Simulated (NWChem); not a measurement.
Molecule: C4H3N; SMILES C=C=CC#N

Program: NWChem. Structure relaxed at the PBE0/def2-SVP level. Level: PBE/def2-SVP with COSMO at NWChem's default radii, gas-phase geometry; rows give the dielectric constant.

```tsv
dielectric constant	electrostatic solvation energy (kcal/mol)	dipole in solution (D)
2.4	-3.1	4.80
4.8	-4.5	5.12
20.7	-5.6	5.39
25.0	-5.7	5.40
78.4	-5.9	5.45
```
